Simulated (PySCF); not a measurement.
Job file and geometry (Å, from GFN2-xTB) of an NMR shielding run on `InChI=1S/C2H11NO2Si3/c1-8(5,7-3)6-2-4/h2,5H,3,6-7H2,1H3/t8-/m0/s1`, GIAO PBE0/pcSseg-1 NMR shielding, non-relativistic, gas phase in PySCF 2.14.0, density-fitted response routines; density fitting, a coarse starting grid and PySCF grid level 2 are the driver's defaults:

```
$ OMP_NUM_THREADS=1 python probes_run.py task.json out

{"job": {"kind": "nmr", "xc": "PBE0", "basis": "pcSseg-1"}, "charge": 0, "multiplicity": 1}
C     -1.052645    -1.685146     1.013420
Si    -0.529493    -0.655919    -0.525901
O     -0.984761    -1.482350    -1.875573
Si    -1.473008     1.485171    -0.443132
N     -0.559025     2.610559     0.485377
Si     1.779370    -0.799918    -0.802681
C      2.561057     0.179364     0.638329
O      2.313780     1.354073     0.809652
H     -0.590014    -2.669094     1.017692
H     -0.766619    -1.185138     1.934190
H     -2.128826    -1.837410     1.051456
H     -1.884373    -1.745339    -2.047339
H     -1.595290     2.089577    -1.779839
H     -2.809356     1.504527     0.178053
H      0.433339     2.683776     0.311702
H     -0.708535     2.638650     1.481535
H      2.242987    -0.068128    -1.988303
H      2.502253    -2.081476    -0.823020
H      3.239354    -0.326527     1.356920
```

Problem. What does the program print?

Solution. 
```
coarse grid: 17104 points
cycle   1  E = -1155.5119656300  dE =  7.086e-01  |g| = 1.090e+00  |ddm| = 3.899e+00
cycle   2  E = -1154.9417972588  dE =  5.702e-01  |g| = 2.007e+00  |ddm| = 2.708e+00
cycle   3  E = -1155.7264674484  dE = -7.847e-01  |g| = 2.907e-01  |ddm| = 2.035e+00
cycle   4  E = -1155.7419553512  dE = -1.549e-02  |g| = 1.009e-01  |ddm| = 2.454e-01
cycle   5  E = -1155.7436707786  dE = -1.715e-03  |g| = 2.597e-02  |ddm| = 8.904e-02
cycle   6  E = -1155.7438066083  dE = -1.358e-04  |g| = 8.324e-03  |ddm| = 2.771e-02
cycle   7  E = -1155.7438220887  dE = -1.548e-05  |g| = 1.950e-03  |ddm| = 9.095e-03
cycle   8  E = -1155.7438227782  dE = -6.895e-07  |g| = 7.541e-04  |ddm| = 2.328e-03
final grid: 150696 points
cycle   9  E = -1155.8050573705  dE = -1.442e-05  |g| = 1.231e-02  |ddm| = 2.149e-02
cycle  10  E = -1155.8049904471  dE =  6.692e-05  |g| = 2.241e-02  |ddm| = 2.241e-02
cycle  11  E = -1155.8050852980  dE = -9.485e-05  |g| = 2.580e-03  |ddm| = 1.503e-02
cycle  12  E = -1155.8050866128  dE = -1.315e-06  |g| = 4.159e-04  |ddm| = 2.077e-03
cycle  13  E = -1155.8050866435  dE = -3.065e-08  |g| = 1.458e-04  |ddm| = 5.649e-04
cycle  14  E = -1155.8050866476  dE = -4.117e-09  |g| = 3.660e-05  |ddm| = 1.684e-04
cycle  15  E = -1155.8050866478  dE = -2.713e-10  |g| = 8.758e-06  |ddm| = 4.450e-05
converged SCF energy = -1155.8050866478

GIAO shielding tensors (ppm)
atom      isotropic    diamagn.    paramagn.     s11        s22        s33       span
  0 C      182.040     256.734     -74.693    170.105    185.309    190.708     20.603
  1 Si     347.528     879.880    -532.351    305.625    320.327    416.633    111.008
  2 O      315.358     386.657     -71.299    268.570    316.722    360.782     92.212
  3 Si     398.755     880.362    -481.607    352.326    390.422    453.517    101.191
  4 N      271.895     321.701     -49.806    241.529    251.417    322.739     81.211
  5 Si     433.017     882.823    -449.805    396.039    434.429    468.584     72.545
  6 C      -72.388     256.232    -328.621   -224.372    -91.795     99.002    323.375
  7 O     -618.458     403.312   -1021.770  -1701.558   -555.964    402.147   2103.705
  8 H       30.920      31.537      -0.617     26.402     29.036     37.322     10.920
  9 H       31.793      34.039      -2.245     28.396     29.320     37.665      9.269
 10 H       31.286      31.559      -0.273     27.297     28.840     37.722     10.425
 11 H       31.492      31.577      -0.085     23.616     25.854     45.007     21.391
 12 H       26.485      29.351      -2.866     22.401     25.909     31.145      8.743
 13 H       26.822      29.939      -3.117     23.736     26.120     30.610      6.874
 14 H       30.926      33.374      -2.448     22.099     27.727     42.951     20.852
 15 H       32.193      32.744      -0.551     24.724     28.452     43.404     18.681
 16 H       27.560      30.355      -2.795     24.679     26.070     31.930      7.250
 17 H       27.133      30.263      -3.130     24.317     25.116     31.966      7.649
 18 H       18.976      28.353      -9.377     12.490     20.282     24.156     11.666
```

Size and cost of the density-fitted run: 212 basis functions, 73 s wall time on 1 thread of an Arm Neoverse N1, shared host; peak memory 0.94 GiB.
